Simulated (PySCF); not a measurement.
C₂H₃O₂, doublet, at a GFN2-xTB geometry; R2SCAN/def2-SV(P) (PySCF).

PySCF was given this input:
```python
from pyscf import gto, scf, dft

mol = gto.M(
    atom='''
C    -1.38730835   -0.35068916   -0.27448655
O    -0.18346093   -0.82611593    0.05180795
C     0.85781086    0.00885997    0.19322336
O     0.82326193    1.20180409    0.05060414
H    -1.52464209    0.70461094   -0.42482510
H    -2.16340718   -1.08161582   -0.36761887
H     1.74662620   -0.57752527    0.46072643
''',
    basis='def2-sv(p)',
    spin=1,
    verbose=4,
)

mf = dft.UKS(mol)
mf.xc = 'r2scan'
mf.kernel()
```

The log (banner, timings and long lists left out):

```
PySCF version 2.14.0

[INPUT] verbose = 4
[INPUT] num. atoms = 7
[INPUT] num. electrons = 31
[INPUT] charge = 0
[INPUT] spin (= nelec alpha-beta = 2S) = 1
[INPUT] symmetry False subgroup None
[INPUT] Mole.unit = angstrom
[INPUT] Symbol           X                Y                Z      unit          X                Y                Z       unit  Magmom
[INPUT]  1 C     -1.387308350000  -0.350689160000  -0.274486550000 AA   -2.621632831822  -0.662706467254  -0.518704404377 Bohr   0.0
[INPUT]  2 O     -0.183460930000  -0.826115930000   0.051807950000 AA   -0.346690912258  -1.561132854840   0.097902836575 Bohr   0.0
[INPUT]  3 C      0.857810860000   0.008859970000   0.193223360000 AA    1.621027592078   0.016742916772   0.365139231268 Bohr   0.0
[INPUT]  4 O      0.823261930000   1.201804090000   0.050604140000 AA    1.555739576481   2.271080585482   0.095627965369 Bohr   0.0
[INPUT]  5 H     -1.524642090000   0.704610940000  -0.424825100000 AA   -2.881155988084   1.331521700972  -0.802803089841 Bohr   0.0
[INPUT]  6 H     -2.163407180000  -1.081615820000  -0.367618870000 AA   -4.088247066118  -2.043957671797  -0.694698982522 Bohr   0.0
[INPUT]  7 H      1.746626200000  -0.577525270000   0.460726430000 AA    3.300645159990  -1.091364590315   0.870646771049 Bohr   0.0

nuclear repulsion = 115.304385664347
number of shells = 30
number of NR pGTOs = 108
number of NR cGTOs = 62
basis = def2-sv(p)
ecp = {}

******** <class 'pyscf.dft.uks.UKS'> ********
method = UKS
initial guess = minao
damping factor = 0
level_shift factor = 0
DIIS = <class 'pyscf.scf.diis.CDIIS'>
diis_start_cycle = 1
diis_space = 8
diis_damp = 0
SCF conv_tol = 1e-09
SCF conv_tol_grad = None
SCF max_cycles = 50
direct_scf = True
direct_scf_tol = 1e-13
number electrons alpha = 16  beta = 15
XC library pyscf.dft.libxc version 7.1.2
    S. Lehtola, C. Steigemann, M. J. T. Oliveira, and M. A. L. Marques,  SoftwareX 7, 1–5 (2018)
XC functionals = r2scan
    J. W. Furness, A. D. Kaplan, J. Ning, J. P. Perdew, and J. Sun,  J. Phys. Chem. Lett. 11, 8208–8215 (2020)
    J. W. Furness, A. D. Kaplan, J. Ning, J. P. Perdew, and J. Sun,  J. Phys. Chem. Lett. 11, 9248–9248 (2020)
    J. W. Furness, A. D. Kaplan, J. Ning, J. P. Perdew, and J. Sun,  J. Phys. Chem. Lett. 11, 8208–8215 (2020)
    J. W. Furness, A. D. Kaplan, J. Ning, J. P. Perdew, and J. Sun,  J. Phys. Chem. Lett. 11, 9248–9248 (2020)
radial grids:
    Treutler-Ahlrichs [JCP 102, 346 (1995); DOI:10.1063/1.469408] (M4) radial grids

becke partition: Becke, JCP 88, 2547 (1988); DOI:10.1063/1.454033
pruning grids: <function nwchem_prune>
grids dens level: 3
symmetrized grids: False
atomic radii adjust function: <function treutler_atomic_radii_adjust>
small_rho_cutoff = 0
Set gradient conv threshold to 3.16228e-05
tot grids = 85824
init E= -228.593443039878

cycle= 1 E= -227.961836155865  delta_E= 0.632  |g|= 0.587  |ddm|= 1.99
cycle= 2 E= -227.25918135171  delta_E= 0.703  |g|= 1.39  |ddm|= 1.61
cycle= 3 E= -228.070534524706  delta_E= -0.811  |g|= 0.254  |ddm|= 1.34
cycle= 4 E= -228.093769618119  delta_E= -0.0232  |g|= 0.103  |ddm|= 0.268
cycle= 5 E= -228.097710609077  delta_E= -0.00394  |g|= 0.0163  |ddm|= 0.0759
cycle= 6 E= -228.097847801123  delta_E= -0.000137  |g|= 0.00525  |ddm|= 0.0212
cycle= 7 E= -228.097863873361  delta_E= -1.61e-05  |g|= 0.00214  |ddm|= 0.00752
cycle= 8 E= -228.097866966274  delta_E= -3.09e-06  |g|= 0.00118  |ddm|= 0.00366
cycle= 9 E= -228.097868008878  delta_E= -1.04e-06  |g|= 0.000271  |ddm|= 0.00161
cycle= 10 E= -228.097868124958  delta_E= -1.16e-07  |g|= 9.73e-05  |ddm|= 0.000647
cycle= 11 E= -228.09786814028  delta_E= -1.53e-08  |g|= 3.04e-05  |ddm|= 0.000248
cycle= 12 E= -228.097868141806  delta_E= -1.53e-09  |g|= 1.28e-05  |ddm|= 7.76e-05
cycle= 13 E= -228.097868141981  delta_E= -1.74e-10  |g|= 3.1e-06  |ddm|= 2.66e-05
Extra cycle  E= -228.097868141985  delta_E= -3.87e-12  |g|= 3.34e-06  |ddm|= 5.29e-06
converged SCF energy = -228.097868141985  <S^2> = 0.75626481  2S+1 = 2.006255
```
